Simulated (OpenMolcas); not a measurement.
Exact exchange and the HOMO–LUMO gap of I2 (iodine)

I2: 2 atoms, total charge 0, spin state singlet. SMILES: `II`. Geometry: relaxed at PBE0-D4/def2-TZVP.

The HOMO–LUMO gap y, in eV, basis def2-TZVPP with a core potential; a is the functional's share of exact exchange. Programs: OpenMolcas 26.06.

```
functional     program     a  y (eV)
    r2SCAN  OpenMolcas     0    2.18
    revPBE  OpenMolcas     0    1.90
     B3LYP  OpenMolcas   0.2    3.31
      PBE0  OpenMolcas  0.25       ?
  r2SCAN50  OpenMolcas   0.5    5.68
     BHLYP  OpenMolcas   0.5    5.57
```

Problem. Fit y = c + s·a to the known rows and predict PBE0.

Solution. 
1. Means of the 5 rows: a = 0.2400, y = 3.728.
2. Σ(Δa)² = 0.252, Σ(Δa·Δy) = 1.8134, so the slope is 1.8134/0.252 = 7.196.
3. Intercept: 3.728 − (7.196) × 0.2400 = 2.001. The largest residual of the fit is 0.18.
4. PBE0: 2.001 + (7.196) × 0.25 = 3.80 eV.

The run gave 3.75 eV, so the prediction is off by +0.05 eV, within the scatter of the fit. Exact exchange lowers occupied levels and raises empty ones. The rows mix families of semi-local functionals, which the line can't see.
